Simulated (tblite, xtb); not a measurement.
C4H9KO (SMILES CC(C)(C)[O][K]), singlet, at a GFN2-xTB geometry (such geometries of metal compounds can be far from the true shape). Base run: xtb with GFN1-xTB.

The xtb input:
```
$ xtb mol.xyz --gfn 1 --json

# file mol.xyz
15

K      1.42150951     1.48499079     0.73572327
O     -0.31261562     0.24102951     0.76644815
C     -0.61612927    -0.60075879    -0.24875327
C      0.48404431    -1.66485134    -0.47729857
C     -1.93081770    -1.35373098     0.08543984
C     -0.83564189     0.14746532    -1.58549659
H      0.19566226    -2.36992852    -1.25270589
H      0.65150206    -2.20641898     0.45048608
H      1.41971964    -1.17615587    -0.77285994
H     -1.79500257    -1.90315599     1.01177710
H     -2.20560725    -2.04063305    -0.71067068
H     -2.72408869    -0.62724793     0.23158299
H      0.09092361     0.64867127    -1.88870787
H     -1.60956039     0.89868371    -1.44822660
H     -1.14003719    -0.53562096    -2.37435093
```

Programs used: tblite, xtb; a row that names a program was run with it.

Variants of this job, named by their change:

```csv
change,ΔE vs base (kcal/mol),HOMO-LUMO gap (eV),dipole (D),SCF cycles
base,0.000,3.74,7.90,10
etemp = 10000,-11.20,4.54,5.32,10
"program = tblite; method = gfn1; option = (--etemp, 2000)",0.000,-,-,-
acc = 30,0.000,3.74,7.90,7
etemp = 5000,-0.624,3.85,7.50,9
alpb = dmso,-24.09,4.36,8.36,10
acc = 0.0001,0.000,3.74,7.90,14
etemp = 1000,0.000,3.74,7.90,10
```

ALPB and GBSA are two models with their own fitted parameters for each solvent, which aren't always the measured dielectric constant.
